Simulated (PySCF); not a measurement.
Two-component Hartree-Fock for Ti(17+) (titanium, charge +17)

Start: [He] 2s2 2p1; 2p1/2 filled at m_j = +1/2. Calculated with PySCF 2.14 in an even-tempered Gaussian basis (17 s from 3.8 bohr⁻², ratio 2.4; 11 p from 4.9 bohr⁻², ratio 2.4; 5 d from 17 bohr⁻², ratio 2.6; 4 f from 26 bohr⁻², ratio 2.6): generalised Hartree-Fock with the X2C-1e Hamiltonian and a Gaussian nucleus; one run each with spin-orbit coupling (SO) switched off, then screened by Boettger's factors.

| spinor shell | electrons | ε, spin-free (eV) | ε, screened SO (eV) | weight of nominal j (screened SO) | rms radius, screened SO (bohr) |
| --- | --- | --- | --- | --- | --- |
| 1s1/2 | 2 | -5903.7 | -5903.1 | 1.000 | 0.0796 |
| 2s1/2 | 2 | -1260.6 | -1260.4 | 1.000 | 0.319 |
| 2p1/2 | 1 | -1218.3 | -1223.2 | 1.000 | 0.277 |

```json
{"quantity": "E (hartree)", "spin-free": "-619.70619", "screened SO": "-619.88609"}
{"quantity": "M_J", "spin-free": "1/2", "screened SO": "1/2"}
{"quantity": "⟨J²⟩", "spin-free": "1.115", "screened SO": "0.751"}
{"quantity": "⟨L²⟩", "spin-free": "2.001", "screened SO": "2.001"}
{"quantity": "⟨S²⟩", "spin-free": "0.750", "screened SO": "0.750"}
```

Each row is a mean over spinors that exchange with the open shell spreads, by up to 5.298 eV (2s1/2).

Without spin-orbit coupling the j labels of p, d and f shells carry no meaning; the spin-free column gives the mean over the occupied spinors of each nl shell, and its ⟨J²⟩ belongs to a mixture of degenerate components.
